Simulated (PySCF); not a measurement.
Job file and geometry (Å, from GFN2-xTB) of an NMR shielding run on `C[O+](C)[AlH3-]`, C₂H₉AlO, GIAO PBE0/pcSseg-1 NMR shielding, non-relativistic, gas phase (PySCF 2.14.0, density-fitted response routines); density fitting, a coarse starting grid and PySCF grid level 2 are the driver's defaults:

```
{"job": {"kind": "nmr", "xc": "PBE0", "basis": "pcSseg-1"}, "charge": 0, "multiplicity": 1}
C     -0.291180     1.501713    -0.025664
O     -0.025094     0.117577    -0.001874
C     -1.165496    -0.686663     0.194022
Al     1.580433    -0.855371    -0.188068
H     -0.725519     1.828347     0.923741
H     -0.972429     1.750071    -0.844692
H      0.666906     1.995061    -0.181541
H     -1.638951    -0.462969     1.153865
H     -1.886112    -0.544022    -0.615940
H     -0.811306    -1.718287     0.191839
H      2.513697     0.399612    -0.377592
H      1.184457    -1.721159    -1.446574
H      1.566204    -1.603424     1.200749
```

**Question.** Write the output of this run.

**Answer.** 
```
coarse grid: 10464 points
cycle   1  E = -398.8565875535  dE =  1.545e-01  |g| = 3.852e-01  |ddm| = 2.849e+00
cycle   2  E = -398.8477216041  dE =  8.866e-03  |g| = 4.773e-01  |ddm| = 5.807e-01
cycle   3  E = -398.8861792017  dE = -3.846e-02  |g| = 6.811e-02  |ddm| = 3.202e-01
cycle   4  E = -398.8870147136  dE = -8.355e-04  |g| = 6.807e-03  |ddm| = 4.313e-02
cycle   5  E = -398.8870240455  dE = -9.332e-06  |g| = 1.913e-03  |ddm| = 7.948e-03
final grid: 93864 points
cycle   6  E = -398.9199348516  dE = -1.792e-05  |g| = 8.948e-03  |ddm| = 1.540e-02
cycle   7  E = -398.9199221621  dE =  1.269e-05  |g| = 1.255e-02  |ddm| = 9.992e-03
cycle   8  E = -398.9199485726  dE = -2.641e-05  |g| = 8.600e-04  |ddm| = 6.178e-03
cycle   9  E = -398.9199487423  dE = -1.697e-07  |g| = 8.068e-05  |ddm| = 7.159e-04
cycle  10  E = -398.9199487438  dE = -1.467e-09  |g| = 2.444e-05  |ddm| = 9.138e-05
cycle  11  E = -398.9199487439  dE = -1.236e-10  |g| = 3.136e-06  |ddm| = 2.703e-05
converged SCF energy = -398.9199487439

GIAO shielding tensors (ppm)
atom      isotropic    diamagn.    paramagn.     s11        s22        s33       span
  0 C      123.057     245.395    -122.338     90.287     94.359    184.526     94.239
  1 O      344.960     400.353     -55.393    308.675    348.250    377.954     69.279
  2 C      123.130     246.674    -123.543     93.727     94.611    181.052     87.325
  3 Al     403.103     795.919    -392.816    371.606    400.747    436.956     65.351
  4 H       28.204      29.479      -1.275     24.752     25.690     34.170      9.417
  5 H       28.202      29.480      -1.278     24.749     25.689     34.169      9.420
  6 H       27.183      29.498      -2.315     22.821     26.036     32.694      9.873
  7 H       28.278      29.912      -1.634     25.043     25.636     34.155      9.112
  8 H       28.272      29.907      -1.635     25.039     25.627     34.148      9.109
  9 H       27.160      29.895      -2.734     22.703     26.225     32.552      9.849
 10 H       27.566      30.619      -3.053     24.145     26.964     31.589      7.444
 11 H       27.379      30.327      -2.948     24.136     26.472     31.530      7.394
 12 H       27.380      30.329      -2.949     24.138     26.466     31.536      7.399
```

Size and cost of the density-fitted run: 120 basis functions, 8.6 s wall time on 1 thread of an Arm Neoverse V1, shared host.
